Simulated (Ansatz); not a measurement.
The cluster Al₂Ru₂. The state is a singlet with charge 0. Geometry r2SCAN-D4/def2-SVP.

```xyz
4

Ru    0.568    1.082   -1.527
Ru   -0.567   -1.083    1.527
Al    0.616    0.752    0.762
Al   -0.618   -0.751   -0.762
```

In the def2 sets Ru takes a core potential; there is no spin–orbit coupling. The restricted singlet is unstable towards broken spin symmetry in Hartree–Fock (as tested in another run); at PBE-D4/def2-TZVP, r2SCAN-D4/def2-TZVP, PBE0-D4/def2-TZVP, ωB97X-V/def2-TZVP and others this wasn't settled. No other spin state of charge 0 was run. Another isomer (quintet) lies 1.79 eV lower at PBE0-D4/def2-TZVP; other spin states weren't run for this one.

(1) Estimate the orbital energies around the gap (eV) in Ansatz with PBE-D4/def2-TZVP, r2SCAN-D4/def2-TZVP, PBE0-D4/def2-TZVP, ωB97X-V/def2-TZVP, ωB97M-V/def2-TZVP.

## Answers

(1) 
```csv
orbital,PBE-D4/def2-TZVP,r2SCAN-D4/def2-TZVP,PBE0-D4/def2-TZVP,ωB97X-V/def2-TZVP,ωB97M-V/def2-TZVP
HOMO−9,-6.96,-7.06,-7.84,-10.33,-10.32
HOMO−8,-5.24,-5.37,-6.16,-9.02,-9.07
HOMO−7,-5.23,-5.36,-6.11,-8.53,-8.51
HOMO−6,-5.15,-5.18,-5.66,-8.35,-8.39
HOMO−5,-5.03,-5.09,-5.64,-8.19,-8.33
HOMO−4,-4.40,-4.51,-5.27,-8.16,-8.26
HOMO−3,-4.25,-4.37,-5.23,-7.73,-7.77
HOMO−2,-4.19,-4.24,-5.04,-7.40,-7.48
HOMO−1,-4.02,-4.13,-4.96,-7.28,-7.20
HOMO,-4.02,-3.87,-4.27,-6.24,-6.30
LUMO,-3.77,-3.58,-2.82,-0.78,-0.84
LUMO+1,-3.70,-3.58,-2.82,-0.77,-0.82
LUMO+2,-2.27,-2.12,-1.55,-0.13,-0.35
LUMO+3,-2.19,-1.87,-1.32,0.30,-0.03
LUMO+4,-1.66,-1.47,-0.89,0.76,0.54
LUMO+5,-1.50,-1.30,-0.69,0.79,0.65
```
